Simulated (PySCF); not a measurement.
**`C(C#C/C(=C\F)F)(F)F`, C5H2F4**

Molfile (atoms numbered from 1):
```
C5H2F4
     RDKit          3D

 11 10  0  0  0  0  0  0  0  0999 V2000
    2.1108   -1.8211   -0.0290 F   0  0  0  0  0  0  0  0  0  0  0  0
    2.5008   -0.5489   -0.0538 C   0  0  0  0  0  0  0  0  0  0  0  0
    1.6173    0.4507   -0.0858 C   0  0  0  0  0  0  0  0  0  0  0  0
    2.0825    1.7112   -0.1100 F   0  0  0  0  0  0  0  0  0  0  0  0
    0.2141    0.3043   -0.0959 C   0  0  0  0  0  0  0  0  0  0  0  0
   -0.9805    0.1621   -0.1000 C   0  0  0  0  0  0  0  0  0  0  0  0
   -2.4267    0.0107   -0.1083 C   0  0  0  0  0  0  0  0  0  0  0  0
   -2.9968    0.6992    0.9098 F   0  0  0  0  0  0  0  0  0  0  0  0
   -2.9639    0.4971   -1.2533 F   0  0  0  0  0  0  0  0  0  0  0  0
    3.5719   -0.4137   -0.0456 H   0  0  0  0  0  0  0  0  0  0  0  0
   -2.7239   -1.0489   -0.0142 H   0  0  0  0  0  0  0  0  0  0  0  0
  1  2  1  0
  2  3  2  0
  3  4  1  0
  3  5  1  0
  5  6  3  0
  6  7  1  0
  7  8  1  0
  7  9  1  0
  2 10  1  0
  7 11  1  0
M  END
```

Theory: GIAO B3LYP/pcSseg-1 magnetisability, rotational g tensor and spin-rotation constants, non-relativistic, gas phase (PySCF 2.14.0). Geometry: GFN2-xTB.

**Question.** Give the nuclear spin-rotation constants along the inertial axes (H = +C I·J) beside the isotropic shieldings.

**Answer.** Rotational constants 2.9438, 0.6601, 0.5958 GHz. A star marks the isotopologue with that one atom substituted, in its own axes.
| atom | isotope | Caa (kHz) | Cbb (kHz) | Ccc (kHz) | mean (kHz) | σ (ppm) |
| --- | --- | --- | --- | --- | --- | --- |
| F1 | 19F | 2.788 | 0.911 | 0.087 | 1.262 | 327.2 |
| F4 | 19F | 1.897 | 0.684 | 0.320 | 0.967 | 342.2 |
| F8 | 19F | 3.050 | 0.887 | 0.396 | 1.445 | 294.4 |
| F9 | 19F | 3.037 | 0.864 | 0.429 | 1.443 | 293.5 |
| H10 | 1H | 0.322 | -0.064 | -0.067 | 0.063 | 23.8 |
| H11 | 1H | -0.251 | 0.046 | -0.059 | -0.088 | 24.9 |
| C2 | 13C* | 1.270 | 0.284 | 0.148 | 0.567 | 16.6 |
| C3 | 13C* | 1.165 | 0.260 | 0.144 | 0.523 | 34.3 |
| C5 | 13C* | 0.195 | 0.220 | 0.200 | 0.205 | 101.2 |
| C6 | 13C* | 0.428 | 0.216 | 0.221 | 0.288 | 77.7 |
| C7 | 13C* | 0.905 | 0.197 | 0.152 | 0.418 | 69.9 |

For the geometry as given, no vibrational averaging.
